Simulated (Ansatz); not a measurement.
Reaction (substitution at a C–Si bond): `O=C[Si](F)(F)[SiH3]` + CH₃OH → `COC=O` + `F[SiH](F)[SiH3]`

Program: Ansatz. Geometries: PBE0-D4/def2-TZVP. ΔE: electronic, gas phase. CCSD(T)/CBS is the MP2 limit (def2-TZVPP, def2-QZVPP) plus CCSD(T) − MP2 in def2-TZVPP, frozen cores. This one scheme is used for every species. DFT in def2-TZVPP. B3LYP here is the variant with VWN-RPA as its local correlation; programs differ in this. One conformer a species, not always the lowest.

```
             level  ΔE (kJ/mol)
            B2PLYP        -77.1
              PBE0        -78.3
             B3LYP        -77.0
SCS-MP2/def2-TZVPP        -73.3
   CCSD/def2-TZVPP        -70.5
CCSD(T)/def2-TZVPP        -71.8
     HF/def2-QZVPP        -81.5
     MP2/CBS(def2)        -71.2
```

**Question.** What does CCSD(T)/CBS give? (An estimate is asked.)

**Answer.** Computed: -67.6 kJ/mol. The listed levels differ from it by -9.5, -10.7, -9.4, -5.7, -2.9, -4.2, -13.9, -3.6 kJ/mol.

Largest T1 diagnostic among the species: 0.015.

In def2-TZVPP, CCSD(T) changes the Hartree–Fock value by +9.9 kJ/mol (the triples alone add −1.3 kJ/mol) and MP2 by +6.3 kJ/mol. The D4 term adds +4.3 kJ/mol with B3LYP and +2.5 kJ/mol with PBE0; it sums over pairs of atoms, weighted by their polarisabilities, and B3LYP, whose exchange is more repulsive, gets the larger term.
